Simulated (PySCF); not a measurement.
An unknown gives this computed stick spectrum. Theory: PySCF, TDDFT B3LYP/def2-SVPD, vertical, gas phase, core orbitals frozen in the response. Geometries: GFN2-xTB, one conformer each.

```json
{"state": "S1", "λ (nm)": "326.5", "f": "0.0069"}
{"state": "S2", "λ (nm)": "267.5", "f": "0.0011"}
{"state": "S3", "λ (nm)": "266.1", "f": "0.037"}
{"state": "S4", "λ (nm)": "244.5", "f": "0.0083"}
{"state": "S5", "λ (nm)": "236.9", "f": "0.050"}
{"state": "S6", "λ (nm)": "213.1", "f": "0.0006"}
{"state": "S7", "λ (nm)": "208.3", "f": "0.017"}
{"state": "S8", "λ (nm)": "204.9", "f": "0.282"}
```

Triplets computed (Tamm–Dancoff): 3.22, 3.35, 3.87 eV.

**Question.** Which candidate is it? All have the formula C6H8NP.
A. `n1(cpc(C=C)c1)C`
B. `CPC1=CC=CC=N1`
C. `CCc1cnccp1`

**Answer.** C. Its S1, at 3.80 eV, is the lowest among the candidates; the nearest of the others has S1 at 4.52 eV. S1 is HOMO→LUMO (99%). Löwdin shares by element: HOMO nitrogen 45%, carbon 21% or more, phosphorus 13% (atoms not listed hold the other 22%); LUMO phosphorus 37%, carbon 29% or more, nitrogen 17% (atoms not listed hold the other 17%). At the same level the other candidates give, for their lowest levels:
- `CPc1ccccn1`: 274 nm (f 0.024); 260 nm (f 0.044); 253 nm (f 0.050); 239 nm (f 0.127); 210 nm (f 0.005); T1 3.91 eV; HOMO -6.40, LUMO -1.08 eV
- `C=Cc1cn(C)cp1`: 272 nm (f 0.087); 264 nm (f 0.019); 230 nm (f 0.007); 224 nm (f 0.001); 222 nm (f 0.038); T1 3.26 eV; HOMO -5.91, LUMO -0.84 eV

Shape of the structure used: `[CH3:1][CH2:2][c:3]1[cH:4][n:5][cH:6][cH:7][p:8]1`: C1–C2–C3–C4 89°.
